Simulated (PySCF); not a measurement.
Species: 3,4-dimethylpentanal, C7H14O.
Atom-mapped SMILES: `[CH3:1][CH:2]([CH3:3])[C@@H:4]([CH3:5])[CH2:6][CH:7]=[O:8]` (hydrogens: H9, H10, H11 on C1; H12 on C2; H13, H14, H15 on C3; H16 on C4; H17, H18, H19 on C5; H20, H21 on C6; H22 on C7)

Method: PBE0-D3(BJ)/def2-SVP geometry optimisation, gas phase (PySCF 2.14.0); density fitting, grid level 2; the optimiser is geomeTRIC in internal coordinates, started from a GFN2-xTB structure.

Step 0: E = -9516.8330 eV
```
atom  x, y, z in Å  |  force x, y, z in eV/Å
C1     -1.7505    0.7089   -1.1431    0.281  -0.563   0.240
C2     -1.1609   -0.3348   -0.1928   -0.238   0.716   0.368
C3     -2.1585   -0.5877    0.9387    0.419  -0.081  -0.518
C4      0.2091    0.1087    0.3559    0.195  -0.757  -0.378
C5      0.7684   -0.8835    1.3776   -0.256   0.567  -0.284
C6      1.2377    0.2694   -0.7724   -0.123   0.099   0.510
C7      2.5264    0.8533   -0.2803   -0.114  -0.184  -0.268
O8      3.6257    0.4813   -0.5803    0.259  -0.110  -0.048
H9     -2.7547    0.4155   -1.4398   -0.418  -0.059  -0.168
H10    -1.1594    0.8135   -2.0488    0.213   0.127  -0.399
H11    -1.8113    1.6783   -0.6522   -0.052   0.449   0.182
H12    -1.0224   -1.2708   -0.7457    0.092  -0.276  -0.154
H13    -2.2368    0.2877    1.5801   -0.069   0.376   0.321
H14    -1.8673   -1.4400    1.5449    0.069  -0.336   0.338
H15    -3.1431   -0.7942    0.5255   -0.427  -0.098  -0.102
H16     0.0812    1.0806    0.8474   -0.087   0.309   0.130
H17     1.7866   -0.6084    1.6459    0.412   0.009   0.204
H18     0.7890   -1.8878    0.9596    0.042  -0.453  -0.154
H19     0.1742   -0.8954    2.2864   -0.197  -0.076   0.401
H20     0.8640    0.9699   -1.5234   -0.124   0.217  -0.307
H21     1.4306   -0.6877   -1.2599    0.122  -0.256  -0.218
H22     2.3847    1.7179    0.4014    0.001   0.379   0.302
```

Step 1: E = -9516.8929 eV
```
atom  x, y, z in Å  |  force x, y, z in eV/Å
C1     -1.7451    0.7117   -1.1451   -0.036   0.067  -0.040
C2     -1.1690   -0.3211   -0.1830    0.079  -0.114  -0.054
C3     -2.1633   -0.5818    0.9431   -0.058  -0.002   0.063
C4      0.2196    0.0828    0.3521   -0.059   0.128   0.032
C5      0.7660   -0.8992    1.3829    0.039  -0.063   0.040
C6      1.2417    0.2652   -0.7729   -0.022  -0.036  -0.099
C7      2.5299    0.8718   -0.3001    0.031   0.071   0.103
O8      3.6313    0.4933   -0.5939   -0.004  -0.014  -0.020
H9     -2.7539    0.4157   -1.4734    0.026   0.010   0.006
H10    -1.1379    0.8410   -2.0537   -0.007  -0.006   0.028
H11    -1.8337    1.6975   -0.6552   -0.001  -0.033  -0.019
H12    -1.0329   -1.2704   -0.7411   -0.023   0.056   0.031
H13    -2.2681    0.3072    1.5900    0.001  -0.029  -0.022
H14    -1.8703   -1.4287    1.5805    0.002   0.024  -0.016
H15    -3.1599   -0.8109    0.5340    0.023   0.004   0.014
H16     0.0932    1.0682    0.8497    0.019  -0.060  -0.028
H17     1.7881   -0.6275    1.6928   -0.024  -0.007  -0.008
H18     0.8141   -1.9190    0.9630    0.001   0.032   0.020
H19     0.1517   -0.9353    2.2938    0.005  -0.002  -0.027
H20     0.8504    0.9608   -1.5381    0.005  -0.025   0.034
H21     1.4667   -0.6890   -1.2790   -0.003   0.040   0.013
H22     2.3942    1.7625    0.3783    0.006  -0.040  -0.052
```

**Question.** Estimate the geometry and energy of step 2. (The exact step hangs on the optimiser's Hessian estimate; all steps are aligned on step 1, rigid shifts and turns removed.)

**Answer.** E = -9516.8935 eV, largest force 0.082 eV/Å
```
atom  x, y, z in Å  |  force x, y, z in eV/Å
C1     -1.7450    0.7119   -1.1471   -0.009   0.011  -0.001
C2     -1.1688   -0.3218   -0.1832    0.020  -0.024  -0.003
C3     -2.1643   -0.5833    0.9441   -0.013   0.006   0.006
C4      0.2185    0.0848    0.3537   -0.023   0.022   0.001
C5      0.7656   -0.8997    1.3845    0.010  -0.010   0.004
C6      1.2411    0.2683   -0.7718   -0.042   0.018   0.017
C7      2.5315    0.8730   -0.2978   -0.012  -0.050  -0.063
O8      3.6262    0.4840   -0.6029    0.048   0.036   0.042
H9     -2.7518    0.4155   -1.4782    0.001  -0.003   0.000
H10    -1.1350    0.8412   -2.0528    0.003  -0.002   0.003
H11    -1.8359    1.6969   -0.6583   -0.001  -0.004   0.001
H12    -1.0326   -1.2693   -0.7402   -0.009   0.006   0.003
H13    -2.2709    0.3053    1.5894    0.001   0.000  -0.004
H14    -1.8684   -1.4279    1.5818    0.005   0.002  -0.001
H15    -3.1600   -0.8150    0.5364    0.002  -0.002  -0.002
H16     0.0924    1.0677    0.8516    0.004  -0.008  -0.001
H17     1.7861   -0.6275    1.6964   -0.002   0.003  -0.001
H18     0.8157   -1.9180    0.9642    0.000   0.003  -0.001
H19     0.1492   -0.9378    2.2930   -0.003   0.000  -0.003
H20     0.8493    0.9644   -1.5344   -0.004   0.003   0.008
H21     1.4659   -0.6838   -1.2793    0.009   0.009   0.004
H22     2.4041    1.7660    0.3758    0.013  -0.017  -0.010
```

The energy changes by -0.0005 eV. The first-order estimate −F·Δx gives -0.0019 eV and the mean of the old and new forces, exact on a quadratic surface, -0.0006 eV. The step makes an angle of 77° with the force vector and moves no atom by more than 0.014 Å.

The cost below is that of the whole optimisation. Hardware: Arm Neoverse V2, one thread (shared host). Cost: 84 s of wall time, 0.83 GiB resident at most.
